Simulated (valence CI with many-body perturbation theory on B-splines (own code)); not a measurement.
## Sm³⁰⁺: electric-dipole lines

Calculated by valence CI with perturbative core correlation (CI+MBPT): four valence electrons over a frozen Dirac-Fock core [Ar] 3d10, radial functions for each j: 11 s, 11 p, 9 d, 7 f, 5 g, 2 h, 1 i, with the one-electron correlation potential Σ1, the two-electron term Σ2, the three-electron term Σ3, Breit, model QED; selected CI, second order for the rest (own B-spline code, finite nucleus).

The last digits are not significant, and no measured levels were compared; by estimate large intervals hold to a few tenths of a per cent, small ones and those within an open d or f shell to about a per cent.

Lines 1 to 50 of 214 in falling wavelength, among levels below 286.12 eV, chosen from the strongest by gf and those to the six lowest levels. Wavelengths and rates use the calculated energies. Electric multipoles are in the length gauge, E1 and E2 with the static RPA response of the core. Weak lines are less certain than strong ones. Lines between different terms over intervals too small for the method are left out, as are lines whose strength nearly cancels. The highest levels of a list are the least certain.

Levels are named by their leading jj configuration (3d3/2^4 stands for four electrons in 3d with j = 3/2), which in mixed levels can hold well under half, so a name can repeat and another be missing. Letters in brackets count levels of one name in rising energy.

```csv
λ vac (nm),Upper,Lower,A (s⁻¹),S (a.u.)
44.17,(4s 4p1/2^2 4p3/2) J=2,(4s^2 4p3/2^2) J=2,1.05e+07,2.23e-03
38.72,(4s 4p1/2^2 4p3/2) J=1,(4s^2 4p3/2^2) J=0,1.34e+07,1.15e-03
31.60,(4s 4p1/2^2 4p3/2) J=1,(4s^2 4p3/2^2) J=2,1.07e+08,4.98e-03
23.56,(4s 4p1/2 4p3/2 4d3/2) J=3 [a],(4s^2 4p3/2 4d3/2) J=2,1.20e+09,5.43e-02
23.03,(4s 4p1/2 4p3/2 4d5/2) J=4 [a],(4s^2 4p3/2 4d3/2) J=3,1.47e+09,7.97e-02
22.25,(4s 4p1/2 4p3/2 4d5/2) J=4 [b],(4s^2 4p3/2 4d3/2) J=3,1.41e+09,6.88e-02
21.40,(4s 4p1/2 4p3/2 4d5/2) J=4 [b],(4s^2 4p3/2 4d5/2) J=4,1.19e+09,5.20e-02
21.13,(4s 4p1/2 4p3/2^2) J=2 [a],(4s^2 4p3/2^2) J=2,7.49e+08,1.74e-02
20.98,(4s 4p1/2 4p3/2 4d5/2) J=3 [b],(4s^2 4p3/2 4d5/2) J=2,2.17e+09,6.93e-02
20.92,(4s 4p1/2 4p3/2 4d5/2) J=4 [c],(4s^2 4p3/2 4d5/2) J=3,3.69e+09,1.50e-01
20.31,(4s 4p1/2^2 4d5/2) J=3,(4s^2 4p1/2 4d5/2) J=2,3.43e+09,9.91e-02
19.80,(4p1/2 4p3/2^3) J=2,(4s 4p3/2^3) J=1,4.08e+09,7.82e-02
19.63,(4s 4p1/2^2 4d5/2) J=3,(4s^2 4p1/2 4d5/2) J=3,3.44e+09,9.00e-02
19.47,(4s 4p1/2^2 4p3/2) J=2,(4s^2 4p1/2 4p3/2) J=2,3.81e+09,6.94e-02
19.47,(4s 4p1/2 4p3/2 4d5/2) J=5,(4s^2 4p3/2 4d5/2) J=4,5.87e+09,2.35e-01
19.09,(4s 4p1/2 4p3/2^2) J=3,(4s^2 4p3/2^2) J=2,5.92e+09,1.42e-01
19.05,(4p1/2^2 4p3/2^2) J=2,(4s 4p1/2 4p3/2^2) J=2 [b],4.14e+09,7.07e-02
19.00,(4s 4p1/2 4p3/2 4d5/2) J=2 [c],(4s^2 4p3/2 4d5/2) J=1,2.88e+09,4.87e-02
18.98,(4s 4p1/2^2 4d3/2) J=2,(4s 4p1/2 4p3/2^2) J=1 [a],2.93e+09,4.95e-02
18.54,(4s 4p1/2^2 4p3/2) J=2,(4s^2 4p1/2 4p3/2) J=1,5.56e+09,8.74e-02
18.40,(4s 4p1/2 4p3/2^2) J=1 [a],(4s^2 4p3/2^2) J=0,2.42e+09,2.23e-02
18.09,(4s 4p1/2 4p3/2 4d5/2) J=3 [e],(4s^2 4p3/2 4d5/2) J=3,3.63e+09,7.42e-02
17.80,(4s 4p1/2^2 4d3/2) J=2,(4s^2 4p1/2 4d3/2) J=2,7.37e+09,1.03e-01
17.65,(4s^2 4p1/2 4d3/2) J=2,(4s^2 4p3/2^2) J=2,2.15e+09,2.92e-02
17.63,(4s 4p1/2^2 4d3/2) J=1,(4s^2 4p1/2 4d3/2) J=2,5.70e+09,4.63e-02
17.26,(4s 4p1/2^2 4d5/2) J=2,(4s^2 4p1/2 4d5/2) J=2,3.42e+09,4.34e-02
17.20,(4p1/2^2 4p3/2^2) J=0,(4s 4p1/2 4p3/2^2) J=1 [b],3.26e+10,8.20e-02
17.12,(4s 4p1/2 4p3/2^2) J=1 [b],(4s^2 4p3/2^2) J=0,5.35e+09,3.97e-02
17.12,(4p1/2 4p3/2^3) J=1,(4s 4p3/2^3) J=2,1.25e+10,9.27e-02
17.02,(4p1/2 4p3/2^3) J=2,(4s 4p3/2^3) J=2,8.30e+09,1.01e-01
17.00,(4s 4p1/2 4p3/2 4d5/2) J=2 [e],(4s^2 4p3/2 4d5/2) J=3,3.62e+09,4.38e-02
16.84,(4s 4p1/2^2 4d5/2) J=2,(4s^2 4p1/2 4d3/2) J=1,3.94e+09,4.64e-02
16.77,(4s 4p1/2^2 4d5/2) J=2,(4s^2 4p1/2 4d5/2) J=3,8.96e+09,1.04e-01
16.70,(4s 4p1/2 4p3/2 4d5/2) J=2 [c],(4s^2 4p3/2 4d5/2) J=2,4.60e+09,5.28e-02
16.62,(4s 4p1/2 4p3/2^2) J=1 [a],(4s^2 4p3/2^2) J=2,4.06e+09,2.76e-02
16.57,(4s 4p1/2^2 4p3/2) J=1,(4s^2 4p1/2 4p3/2) J=2,1.31e+10,8.81e-02
16.54,(4s 4p1/2^2 4d3/2) J=2,(4s 4p1/2 4p3/2^2) J=3,1.32e+10,1.47e-01
16.44,(4s 4p1/2 4p3/2 4d5/2) J=2 [d],(4s^2 4p3/2 4d5/2) J=2,3.41e+09,3.74e-02
16.32,(4s 4p1/2 4p3/2 4d3/2) J=2 [c],(4s^2 4p3/2 4d3/2) J=3,6.56e+09,7.03e-02
16.15,(4s 4p1/2 4p3/2 4d5/2) J=4 [d],(4s^2 4p3/2 4d5/2) J=4,6.43e+09,1.20e-01
16.12,(4s 4p1/2 4p3/2 4d5/2) J=3 [d],(4s^2 4p3/2 4d5/2) J=4,1.02e+10,1.47e-01
16.08,(4p1/2^2 4p3/2^2) J=0,(4s 4p1/2 4p3/2^2) J=1 [a],1.89e+10,3.87e-02
15.89,(4s 4p1/2^2 4p3/2) J=1,(4s^2 4p1/2 4p3/2) J=1,2.63e+09,1.56e-02
15.63,(4s 4p1/2 4p3/2 4d5/2) J=2 [d],(4s^2 4p3/2 4d3/2) J=1,3.69e+09,3.47e-02
15.57,(4s 4p1/2 4p3/2^2) J=1 [b],(4s^2 4p3/2^2) J=2,4.39e+09,2.45e-02
15.39,(4s 4p1/2 4p3/2^2) J=2 [b],(4s^2 4p3/2^2) J=2,5.61e+09,5.04e-02
15.36,(4p1/2^2 4p3/2^2) J=2,(4s 4p1/2 4p3/2^2) J=3,1.54e+10,1.38e-01
15.26,(4s 4p1/2^2 4d3/2) J=2,(4s 4p1/2 4p3/2^2) J=2 [a],3.79e+09,3.32e-02
15.15,(4s^2 4p1/2 4d3/2) J=1,(4s^2 4p3/2^2) J=0,4.09e+08,2.11e-03
14.98,(4s 4p1/2 4p3/2 4d5/2) J=2 [b],(4s 4p3/2^3) J=2,7.56e+09,6.27e-02
```
